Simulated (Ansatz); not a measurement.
One change: `[NH2][Ti]([OH])([OH])[F]` becomes `[NH2][Ti]([OH])([OH])[Cl]`.

Ansatz, PBE0-D4/def2-TZVP geometries, multiplicity 1. Each molecule was computed in one conformer, which needn't be the lowest.

Scalar relativity is left out up to krypton.

```
                                          property  `[NH2][Ti]([OH])([OH])[F]`
                 HOMO energy (PBE/def2-TZVPP) / eV                       -6.14
               LUMO energy (B3LYP/def2-TZVPP) / eV                       -1.75
               HOMO energy (B3LYP/def2-TZVPP) / eV                       -7.36
             HOMO–LUMO gap (B3LYP/def2-TZVPP) / eV                        5.60
size of the dipole moment (ωB97M-V/def2-TZVPP) / D                        2.08
               HOMO–LUMO gap (PBE/def2-TZVPP) / eV                        3.68
```

**Question.** Give the same properties after the change, and the shifts. (An estimate is asked.)

**Answer.** The calculation gave: 
```
                                          property  `[NH2][Ti]([OH])([OH])[Cl]`  shift
                 HOMO energy (PBE/def2-TZVPP) / eV                        -6.47  -0.33
               LUMO energy (B3LYP/def2-TZVPP) / eV                        -2.05  -0.30
               HOMO energy (B3LYP/def2-TZVPP) / eV                        -7.62  -0.26
             HOMO–LUMO gap (B3LYP/def2-TZVPP) / eV                         5.56  -0.04
size of the dipole moment (ωB97M-V/def2-TZVPP) / D                         3.81   1.73
               HOMO–LUMO gap (PBE/def2-TZVPP) / eV                         3.71   0.03
```

With PBE0 the HOMO falls by 0.27 eV and the LUMO falls by 0.33 eV, so the gap narrows by about 0.06 eV. PBE moves the HOMO by -0.33 eV and ωB97M-V by -0.20 eV. Dipoles are sizes alone; their direction can turn.

B3LYP here is the variant with VWN-RPA as its local correlation; programs differ in this.
